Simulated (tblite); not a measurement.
C8H11 (doublet state).
Structure used (GFN2-xTB), in Å, numbered top down from 1:
```xyz
19
C8H11 angstrom
C      1.3273    1.6831    0.3329
C      0.9955    0.4142    0.1549
C      1.9834   -0.7111    0.1501
C     -0.4218    0.0049   -0.0538
C     -0.9422   -0.8441   -1.2331
C     -2.1071   -0.5106   -0.2931
C     -1.2401   -0.8755    0.9174
C     -1.6304    0.9443   -0.2053
H      0.5944    2.4711    0.3289
H      2.3508    1.9794    0.4899
H      1.9673   -1.2211   -0.8127
H      1.7283   -1.4395    0.9189
H      2.9884   -0.3414    0.3351
H     -0.6199   -1.8799   -1.2786
H     -0.9385   -0.3711   -2.2103
H     -1.5022   -0.4306    1.8723
H     -0.9376   -1.9131    1.0187
H     -1.9263    1.5106    0.6722
H     -1.6791    1.5394   -1.1120
```

All values are computed: GFN2-xTB (tblite) harmonic vibrations without scaling, gas phase. Against measured fundamentals such values can be off by several per cent, at times by over 20. One conformer, not necessarily the lowest. Open shells enter through the occupations alone, without spin polarisation, and single modes of such species can be off by tens of per cent.

Harmonic wavenumbers (cm⁻¹): 33.5, 141.7, 181.1, 187.5, 339.2, 408.2, 486.7, 546.9, 547.8, 581.2, 702.9, 794.4, 803.1, 848.5, 892.7, 924.7, 937.8, 940.4, 981.0, 1014.5, 1038.9, 1044.2, 1046.1, 1080.8, 1084.1, 1091.6, 1094.3, 1160.4, 1169.3, 1174.4, 1191.2, 1316.6, 1392.4, 1412.5, 1473.7, 1475.3, 1476.4, 1483.1, 1519.8, 1714.2, 3005.1, 3018.2, 3021.1, 3028.3, 3029.6, 3031.1, 3033.1, 3034.3, 3047.9, 3104.5, 3132.9.

A = 3725, B = 1816, C = 1539 MHz; mass 107.086 u (most abundant isotopes); point group C1, symmetry number 1; spin multiplicity 2.

Problem. Zero-point energy?

Solution. Half the sum of the wavenumbers: 35610 cm⁻¹ = 101.81 kcal/mol.

Problem. Entropy at 350 K, 1 bar (ideal gas, RRHO, classical rotation)?

Solution. Translation 40.74, rotation 28.30, vibration 24.16, spin (R ln 2) 1.38: S = 94.6 cal/(mol K).

Problem. And Cp and H(350 K) − H(0)?

Solution. Cp = 38.19 cal/(mol K), of which vibrations give 30.24 (their classical limit is 51 R = 101.3); H(350 K) − H(0) = 7.40 kcal/mol without the zero-point energy, 4.62 from vibrations.

Problem. Blend soft modes into free rotors: weight 1/[1 + (100 cm⁻¹/ν̃)⁴] for the oscillator and the rest for a rotor with moment μB/(μ + B), μ = h/(8π²ν), B = 10⁻⁴⁴ kg m². What vibrational entropy results?

Solution. 22.25 cal/(mol K) in place of 24.16, which changes −T·S at 350 K by +0.67 kcal/mol.

Problem. Which modes carry the vibrational entropy at 350 K?

Solution. 33.5 cm⁻¹: 5.93; 141.7 cm⁻¹: 3.09; 181.1 cm⁻¹: 2.62; 187.5 cm⁻¹: 2.55; 339.2 cm⁻¹: 1.48; 408.2 cm⁻¹: 1.18 cal/(mol K); the other 45 give 7.31 together.

Problem. How do the functions run with temperature in this model?

Solution. 
```csv
T (K),S (cal/(mol K)),Cp (cal/(mol K)),H − H(0) (kcal/mol),G − H(0) (kcal/mol),ln q(vib)
150,72.5,17.9,1.91,-8.97,2.05
250,83.7,27.1,4.13,-16.79,3.71
298.15,88.9,32.4,5.57,-20.95,4.56
400,100.0,43.5,9.44,-30.57,6.49
600,121.1,60.6,19.96,-52.72,10.62
900,149.0,76.5,40.74,-93.35,16.98
```

q(vib) and H(0) count from the zero-point level.

Hindered rotation and anharmonicity are outside this model. Other conformers, if any are populated, would add a mixing term that is left out.
